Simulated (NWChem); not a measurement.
**Correlation energy of bifluoride (HF$_{2}$ (-1))**

```
F
H 1 1.1624
F 2 1.1624 1 180.00
```
Charge -1, spin multiplicity 1.

Everything below was run with NWChem. All single points use one geometry, from PBE/def2-SVP, a minimum by its harmonic frequencies.

Basis set: aug-cc-pVTZ. Each correlation energy counts from its own Hartree-Fock reference.

```csv
method,correlation energy (mHa)
CCSD,-575.5
SCS-MP2,-565.1
CR-CCSD[T],-592.1
CR-CCSD(T),-590.9
MP2,-581.4
```

The values span 27.0 mHa, from CR-CCSD[T] (lowest) to SCS-MP2 (highest). 

The correlated methods keep 2 core orbitals frozen. The anion's geometry comes from a basis without diffuse functions. Coupled-cluster values serve here as a point of comparison, not as the truth.
